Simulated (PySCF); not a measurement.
Nitrogen: a sound run and one with changed settings

Sound run: N²⁺ [He] 2s2 2p1, N³⁺ [He] 2s2. All numbers are calculated (PySCF 2.14, the non-relativistic Hamiltonian (point nucleus), in aug-cc-pVDZ (4s3p2d, 23 functions)). In the sound run the correlated levels freeze 1s2. The sound run starts from symmetry-adapted Hartree-Fock orbitals and uses a fine grid where one is needed.

Changed run: basis STO-3G. This setting is unsound on purpose.

```tsv
species	method	sound run (hartree)	changed run (hartree)	converged
N²⁺	UHF	-52.80727	-52.12682	yes
N²⁺	LDA	-52.46306	-51.77311	yes
N²⁺	r2SCAN	-52.91667	-52.22675	yes
N²⁺	MP2	-52.85338	-52.14900	yes
N²⁺	CCSD(T)	-52.88250	-52.16878	yes
N³⁺	UHF	-51.06854	-50.37155	yes
N³⁺	LDA	-50.70405	-49.99925	yes
N³⁺	r2SCAN	-51.14488	-50.44109	yes
N³⁺	MP2	-51.11488	-50.40619	yes
N³⁺	CCSD(T)	-51.15329	-50.43540	yes
```

Ionisation energy of N²⁺:

```
 method  sound run (eV)  changed run (eV)
    UHF          47.313            47.763
    LDA          47.865            48.269
 r2SCAN          48.213            48.590
    MP2          47.307            47.424
SCS-MP2          47.250            47.357
   CCSD          47.039            47.168
CCSD(T)          47.054            47.168
```

A minimal basis cannot let orbitals breathe on ionisation and holds almost no correlation.

For comparison, NIST gives 47.445 eV between the lowest levels.
